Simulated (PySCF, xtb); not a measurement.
B(H)(Me)(SeH) (CH₅BSe), SMILES CB[SeH]. One conformer was computed; it need not be the lowest.

Harmonic wavenumbers (cm⁻¹) from xtb with GFN2-xTB at its own minimum, in rising order: 71, 242, 342, 581, 631, 674, 823, 863, 1015, 1093, 1391, 1476, 1487, 2042, 2640, 2992, 3008, 3016.

### Question
What does PBE0-D3(BJ)/def2-SVP (PySCF) give at its own minimum? (An estimate is asked for; the answer gives what the named calculation found.)

### Answer
127, 243, 401, 611, 696, 729, 843, 872, 1036, 1137, 1313, 1427, 1430, 2456, 2634, 3042, 3121, 3159. Paired by order, the mean absolute difference is 71 cm⁻¹ and the zero-point energies are 34.9 and 36.1 kcal/mol.
